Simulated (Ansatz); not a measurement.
The C5–H7 bond of C2H5B (SMILES BC=C) is stretched (multiplicity 1, the rest rigid).
Geometry at rest (charge 0, multiplicity 1):
```xyz
8

B     -0.1923     0.1348     1.3423
H     -0.5044     1.2852     1.4115
H     -0.1370    -0.5154     2.3402
C      0.1272    -0.4665    -0.0333
C      0.0609     0.2767    -1.1477
H      0.4154    -1.5096    -0.1414
H      0.2806    -0.1186    -2.1346
H     -0.2211     1.3232    -1.1013
```

Cores are frozen in the correlated methods.

The values were computed with Ansatz (a quantum-chemistry and plane-wave program). Values without a source in brackets are computed.

Energies above the point at 1.086 Å (the B3LYP-D3(BJ) bond length), FIC-MRCISD+Q on CASSCF(2,2)/cc-pVTZ (kcal/mol): 5.77 at 0.977 Å; 3.86 at 1.194 Å; 116.15 at 3.474 Å.

Q: Take the last value as the depth D of a Morse curve D(1 − e^(−a(R − R₀)))², fit a and R₀ to the two near points, and test it at 1.466 and 1.900 Å.

A: 
With D = 116.2, both near points (counted from the curve's value at 1.086 Å) are met by a = 1.85 Å⁻¹ and R₀ = 1.086 Å, so k = 2Da² = 799 kcal/(mol Å²). The curve then gives 29.7 and 70.5 kcal/mol; the level itself gives 29.9 and 73.4, so Morse is off by -0.2 and -2.9.
